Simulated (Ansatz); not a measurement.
Isomers of K2Na6⁺ (doublet), relaxed with PBE0/def2-SVP; total energies from Ansatz at RPA@PBE/def2-TZVP.

| isomer | description | energy (Eh) |
| --- | --- | --- |
| A | point group not assigned; 8 × Na–Na 3.37 to 3.70 Å; 8 × K–Na 3.85 to 4.36 Å | -2171.45312 |
| B | point group not assigned; 12 × Na–Na 3.41 to 3.77 Å; 6 × K–Na 3.97 to 4.23 Å; 1 × K–K 4.82 Å | -2171.45384 |
| C | point group Cs; 11 × K–Na 3.86 to 4.39 Å; 7 × Na–Na 3.54 to 3.61 Å | -2171.45103 |
| D | point group not assigned; 10 × K–Na 3.93 to 4.38 Å; 7 × Na–Na 3.42 to 3.73 Å; 1 × K–K 4.87 Å | -2171.44603 |
| E | point group not assigned; 12 × Na–Na 3.46 to 3.78 Å; 7 × K–Na 3.91 to 4.31 Å | -2171.45609 |

Correlated methods freeze 16 core orbitals; core or outer-core shells of Na, K are correlated, in sets that lack core-valence functions.

The isomers come from a short search, and lower ones may exist.

Task: Work out the relative energies (1 Eh = 2625.5 kJ/mol) and the Boltzmann populations at 298 K from electronic energies alone (R = 8.314 J/mol/K).

Result: ΔE: A 7.8, B 5.9, C 13.3, D 26.4, E 0.0 kJ/mol. RT = 2.48 kJ/mol. Factors exp(−ΔE/RT): A 0.0431, B 0.0926, C 0.00469, D 2.38e-05, E 1; sum 1.140. Populations: A 3.8 %, B 8.1 %, C 0.4 %, D 0.0 %, E 87.7 %. Zero-point energy, vibrational entropy and symmetry numbers are left out and can shift these; an error of 4 kJ/mol changes a ratio by a factor of 5.0. Over the other density-functional and correlated levels in def2 sets, the gap between E and B ranges from 5 to 7 kJ/mol.
